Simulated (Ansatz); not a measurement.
Cartesian coordinates in Å:
```
C 0.2860 2.0319 0.8310
N -0.1293 1.1255 0.0879
B -0.5575 0.1197 -0.6942
Si 0.0696 -1.7580 -0.3090
H 1.2067 2.5743 0.6036
H -0.2573 2.3174 1.7349
H -1.3015 0.3756 -1.5984
H 0.7873 -2.3217 -1.4879
H -1.0920 -2.6501 -0.0306
H 0.9881 -1.8146 0.8627
```

The species carries charge 0 and has multiplicity 1.

Task: List the PBE/def2-TZVPP orbital energies in eV (the Gaussian-basis code of Ansatz). (Best estimate.)

Result: Ansatz gave: Occupied: -1779.06, -381.41, -270.65, -176.78, -136.85, -93.58, -93.58, -93.56, -23.23, -16.65, -13.48, -12.73, -11.99, -10.24, -9.20, -8.20, -8.03, -6.81, -6.63. Lowest empty: -2.09, -1.47, 0.30, 0.69, 1.06, 1.15, 1.18, 2.11.
